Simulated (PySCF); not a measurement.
**Structure elucidation problem**

An unknown has the formula C₅H₁₆O₂Si₂. Its calculated NMR data are:

1H NMR (400 MHz, computed): δ 5.20 (s, 3H), 4.94 (s, 2H), 3.53 (s, 2H), 1.01 (s, 9H).

13C{1H} NMR (computed): δ 72.8, 35.6, 27.3 (3C).

Theoretical values (PySCF): GIAO PBE0/pcSseg-1 shieldings, coordinates at the GFN2-xTB level. One conformer, fast rotation and ring inversion assumed for equivalent nuclei, no relativistic terms, in vacuum.

Chemical shifts δ = σref − σ; 1H, 13C vs TMS, all at this level.

**Question.** What is the structure?

**Answer.** 
1. Rings plus π bonds: 0.
2. 3 carbon signals for 5 carbons: some carbons are equivalent by symmetry or fast rotation.
3. Carbon types of the structure: 1 × C, 1 × CH2, 3 × CH3, leaving 5 H on heteroatoms.
4. δC 72.8: sp3 CH2 bonded to O; deshielded by the electronegative neighbour.
5. δC 35.6: quaternary sp3 carbon; saturated and bonded to C and H only.
6. δC 27.3: methyl carbon; saturated and bonded to C and H only.
7. δH 5.20: hydrogen on a silicon bonded to O.
8. δH 4.94: hydrogen on a silicon bonded to 2 O.
9. δH 3.53: hydrogen on an sp3 CH2 bonded to O; its carbon carries O, which withdraws density.
10. δH 1.01: hydrogen on a methyl carbon; far from electronegative atoms and π systems.

These data were computed for `CC(C)(C)CO[SiH2]O[SiH3]`.

The data come from this structure; uniqueness wasn't tested.

Shifts are as computed. Against solution values, carbons near 30 ppm lie about +3 ppm off and those near 130 ppm about +5 ppm. Of 1309 compounds with measured shifts, 239 miss one by over three times the rms of a fit or turn the order of signals round; such compounds aren't used in these exercises. Multiplicities follow the n + 1 count of equivalent neighbours, as no J values were calculated; m marks all less simple cases, F and P coupling included.
